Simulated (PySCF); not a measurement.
# Electron correlation in Si²⁺ (silicon, charge +2)

[Ne] 3s2, closed-shell 1S. Calculation: PySCF 2.14, in Sapporo-DZP-2012; the spin-free X2C one-electron Hamiltonian (Gaussian nucleus). Frozen: [Ne]; 2 electrons correlated.

Total MP2 correlation energy: -26.78 mhartree.

Same-spin part 0.00 and opposite-spin part -26.78 mhartree; SCS-MP2 scales them by 1/3 and 6/5 to -32.13 mhartree.

With two correlated electrons CCSD is exact within the correlated space (frozen core and kept virtual orbitals).

| level | correlation energy (mhartree) |
| --- | --- |
| CCSD | -40.32 |

Diagnostics: T1 = 0.0025, D1 = 0.0035, largest double amplitude 0.116.

Is a single reference adequate?

Mostly. T1 lies below 0.03, but a double amplitude of this size points to a near-degeneracy that CCSD handles and MP2 describes poorly.
